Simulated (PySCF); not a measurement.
PySCF job for ClF₂H₃Si₂, SMILES F[SiH](F)[SiH2]Cl, TDA-PBE/def2-SVPD. The structure is a stationary point at PBE0-D3(BJ)/def2-SVP. The structure was generated by enumeration, and PubChem lists no compound with its InChIKey, so it may never have been made. Other conformers were not sampled.

```python
import numpy as np
from pyscf import gto, scf, dft, tdscf

mol = gto.M(
    atom='''
    Si   -1.18195275   -0.21613042    0.33498081
    F    -1.94041412   -1.64663803    0.34261004
    F    -1.83256927    0.66255970   -0.85653154
    Si    1.07960947   -0.56396577   -0.14845874
    Cl    1.99314820    1.28728468    0.06601157
    H    -1.45964764    0.46914238    1.62199052
    H     1.69584085   -1.52235518    0.81267043
    H     1.26994405   -1.05257507   -1.54287307
    ''',
    basis='def2-SVPD',
    charge=0,
    spin=0,
    max_memory=1600,
    verbose=4,
)
mf = dft.RKS(mol, xc='pbe').density_fit(auxbasis='def2-universal-jkfit')
mf.grids.level = 3
mf.conv_tol = 1e-9
mf.max_cycle = 100
mf.kernel()
mf.grids = dft.Grids(mol).set(level=1).build(with_non0tab=True)  # coarser grid for the response kernel
td = tdscf.TDA(mf)
td.singlet = True
td.nstates = 10
td.conv_tol = 1e-4
td.positive_eig_threshold = 1e-6
td.kernel(x0=td.get_init_guess(mf, 15))
td.analyze()
tt = tdscf.TDA(mf)
tt.singlet = False
tt.nstates = 4
tt.conv_tol = 1e-4
tt.positive_eig_threshold = 1e-6
tt.kernel(x0=tt.get_init_guess(mf, 9))
tt.analyze(verbose=3)
```

Output:

```
PySCF version 2.14.0

[INPUT] verbose = 4
[INPUT] num. atoms = 8
[INPUT] num. electrons = 66
[INPUT] charge = 0
[INPUT] spin (= nelec alpha-beta = 2S) = 0
[INPUT] symmetry False subgroup None
[INPUT] Mole.unit = angstrom
[INPUT] Symbol           X                Y                Z      unit          X                Y                Z       unit  Magmom
[INPUT]  1 Si    -1.181952750000  -0.216130420000   0.334980810000 AA   -2.233566989677  -0.408427300987   0.633021987885 Bohr   0.0
[INPUT]  2 F     -1.940414120000  -1.646638030000   0.342610040000 AA   -3.666851255039  -3.111694902993   0.647439143126 Bohr   0.0
[INPUT]  3 F     -1.832569270000   0.662559700000  -0.856531540000 AA   -3.463054024594   1.252056374174  -1.618610027652 Bohr   0.0
[INPUT]  4 Si     1.079609470000  -0.563965770000  -0.148458740000 AA    2.040166219787  -1.065740848929  -0.280546359398 Bohr   0.0
[INPUT]  5 Cl     1.993148200000   1.287284680000   0.066011570000 AA    3.766504223670   2.432615489548   0.124743788353 Bohr   0.0
[INPUT]  6 H     -1.459647640000   0.469142380000   1.621990520000 AA   -2.758334277968   0.886550611627   3.065117859441 Bohr   0.0
[INPUT]  7 H      1.695840850000  -1.522355180000   0.812670430000 AA    3.204674757350  -2.876834354513   1.535724542233 Bohr   0.0
[INPUT]  8 H      1.269944050000  -1.052575070000  -1.542873070000 AA    2.399846448021  -1.989078607845  -2.915607547267 Bohr   0.0

nuclear repulsion = 357.085164491393
number of shells = 61
number of NR pGTOs = 225
number of NR cGTOs = 145
basis = def2-SVPD
ecp = {}


[settings echo left out]
init E= -1239.87572713117
  HOMO = -0.292154340541991  LUMO = -0.0895911439870472  gap/eV = 5.51203
cycle= 1 E= -1239.6044940604  delta_E= 0.271  |g|= 0.706  |ddm|= 3.52
  HOMO = -0.24478077368132  LUMO = -0.0853004947654612  gap/eV = 4.33968
cycle= 2 E= -1239.21511776262  delta_E= 0.389  |g|= 1.66  |ddm|= 1.98
  HOMO = -0.264923500852985  LUMO = -0.0743169650063731  gap/eV = 5.18667
cycle= 3 E= -1239.69462909365  delta_E= -0.48  |g|= 0.0777  |ddm|= 1.37
  HOMO = -0.270646821138605  LUMO = -0.0769657021158192  gap/eV = 5.27033
cycle= 4 E= -1239.6957199172  delta_E= -0.00109  |g|= 0.0504  |ddm|= 0.211
  HOMO = -0.271283212988038  LUMO = -0.0781683009474685  gap/eV = 5.25492
cycle= 5 E= -1239.69639863293  delta_E= -0.000679  |g|= 0.0111  |ddm|= 0.0788
  HOMO = -0.270918963571324  LUMO = -0.0775686573483854  gap/eV = 5.26133
cycle= 6 E= -1239.69643588942  delta_E= -3.73e-05  |g|= 0.00327  |ddm|= 0.0179
  HOMO = -0.270827499026078  LUMO = -0.0775154187157301  gap/eV = 5.26029
cycle= 7 E= -1239.6964381012  delta_E= -2.21e-06  |g|= 0.00119  |ddm|= 0.00444
  HOMO = -0.270804751157335  LUMO = -0.0775142507306943  gap/eV = 5.25970
cycle= 8 E= -1239.69643835874  delta_E= -2.58e-07  |g|= 0.000382  |ddm|= 0.00131
  HOMO = -0.27080220379815  LUMO = -0.0775084420227792  gap/eV = 5.25979
cycle= 9 E= -1239.69643839036  delta_E= -3.16e-08  |g|= 5.97e-05  |ddm|= 0.000498
  HOMO = -0.270810238490652  LUMO = -0.0775147648628134  gap/eV = 5.25984
cycle= 10 E= -1239.69643839133  delta_E= -9.68e-10  |g|= 1.52e-05  |ddm|= 0.000104
  HOMO = -0.270807784196998  LUMO = -0.0775124525262871  gap/eV = 5.25983
Extra cycle  E= -1239.69643839129  delta_E= 3.23e-11  |g|= 1.91e-05  |ddm|= 4.74e-05
converged SCF energy = -1239.69643839129
tot grids = 37160
Overwritten attributes  positive_eig_threshold  of <class 'pyscf.tdscf.rks.TDA'>


******** <class 'pyscf.tdscf.rks.TDA'> for <class 'pyscf.df.df_jk.DFRKS'> ********
nstates = 10 singlet
deg_eia_thresh = 1.000e-03
wfnsym = None
conv_tol = 0.0001
eigh lindep = 1e-12
eigh level_shift = 0
eigh max_cycle = 100


Excitation energies (eV)
[5.52323669 6.0231911  6.14064454 6.60602109 6.79044277 7.07568567
 7.28000772 7.32406698 7.54865122 7.58580567]

** Singlet excitation energies and oscillator strengths **
Excited State   1:      5.52324 eV    224.48 nm  f=0.0098
      33 -> 34       -0.69869
Excited State   2:      6.02319 eV    205.84 nm  f=0.0014
      32 -> 34       -0.69168
      33 -> 35        0.13822
Excited State   3:      6.14064 eV    201.91 nm  f=0.0212
      32 -> 34       -0.13944
      33 -> 35       -0.67529
Excited State   4:      6.60602 eV    187.68 nm  f=0.0048
      32 -> 35       -0.68739
      33 -> 36        0.10716
Excited State   5:      6.79044 eV    182.59 nm  f=0.0023
      31 -> 34       -0.66341
      33 -> 36        0.22751
Excited State   6:      7.07569 eV    175.23 nm  f=0.0633
      31 -> 34        0.16798
      33 -> 36        0.55435
      33 -> 37       -0.36482
Excited State   7:      7.28001 eV    170.31 nm  f=0.0261
      31 -> 35        0.38744
      33 -> 36       -0.18824
      33 -> 37       -0.44828
      33 -> 38       -0.29790
Excited State   8:      7.32407 eV    169.28 nm  f=0.0466
      31 -> 35        0.56745
      33 -> 36        0.18036
      33 -> 37        0.21714
      33 -> 38        0.26026
Excited State   9:      7.54865 eV    164.25 nm  f=0.0073
      32 -> 36        0.68500
      32 -> 37        0.10787
Excited State  10:      7.58581 eV    163.44 nm  f=0.0769
      28 -> 34        0.10508
      31 -> 36       -0.12586
      33 -> 36       -0.17065
      33 -> 37       -0.30386
      33 -> 38        0.55336

** Transition electric dipole moments (AU) **
state          X           Y           Z        Dip. S.      Osc.
  1        -0.1389     -0.2241     -0.0520      0.0722      0.0098
  2        -0.0344      0.0364     -0.0834      0.0095      0.0014
  3         0.0800      0.0139     -0.3661      0.1406      0.0212
  4         0.0215      0.1662      0.0393      0.0296      0.0048
  5        -0.0872      0.0649      0.0438      0.0137      0.0023
  6         0.4766     -0.3267     -0.1776      0.3654      0.0633
  7        -0.3437      0.0886      0.1421      0.1462      0.0261
  8         0.3741     -0.1659     -0.3040      0.2599      0.0466
  9         0.0442     -0.0096      0.1939      0.0396      0.0073
 10        -0.5784      0.0981      0.2644      0.4140      0.0769

** Transition velocity dipole moments (imaginary part, AU) **
state          X           Y           Z        Dip. S.      Osc.
  1        -0.0377      0.0257      0.0090      0.0022      0.0071
  2        -0.0099      0.0103     -0.0490      0.0026      0.0078
  3         0.0108     -0.0001     -0.0028      0.0001      0.0004
  4         0.0051      0.0098      0.0032      0.0001      0.0004
  5        -0.0070     -0.0029      0.0006      0.0001      0.0002
  6         0.1203     -0.0542     -0.0342      0.0186      0.0477
  7        -0.0821      0.0193      0.0442      0.0091      0.0226
  8         0.0882     -0.0278     -0.0277      0.0093      0.0231
  9         0.0131     -0.0081      0.0641      0.0043      0.0104
 10        -0.1274      0.0361      0.0484      0.0199      0.0475

** Transition magnetic dipole moments (imaginary part, AU) **
state          X           Y           Z
  1         0.0632      0.0377     -0.4424
  2         0.6474     -0.4904     -0.2239
  3        -0.2501     -0.2490      0.0451
  4         0.2112     -0.1024      0.4545
  5        -0.2839      0.2595     -0.6890
  6         0.0799     -0.0061     -0.1095
  7        -0.3111     -0.3268     -0.3867
  8        -0.0402     -0.7939      0.1636
  9        -0.0963     -0.0822     -0.0786
 10         0.2841     -0.1289      0.8856


******** <class 'pyscf.tdscf.rks.TDA'> for <class 'pyscf.df.df_jk.DFRKS'> ********
nstates = 4 triplet
deg_eia_thresh = 1.000e-03
wfnsym = None
conv_tol = 0.0001
eigh lindep = 1e-12
eigh level_shift = 0
eigh max_cycle = 100


Excitation energies (eV)
[4.94359706 5.42771625 5.75829929 6.31341691]

** Triplet excitation energies and oscillator strengths **
Excited State   1:      4.94360 eV    250.80 nm  f=0.0000
Excited State   2:      5.42772 eV    228.43 nm  f=0.0000
Excited State   3:      5.75830 eV    215.31 nm  f=0.0000
Excited State   4:      6.31342 eV    196.38 nm  f=0.0000
```

The run converged.
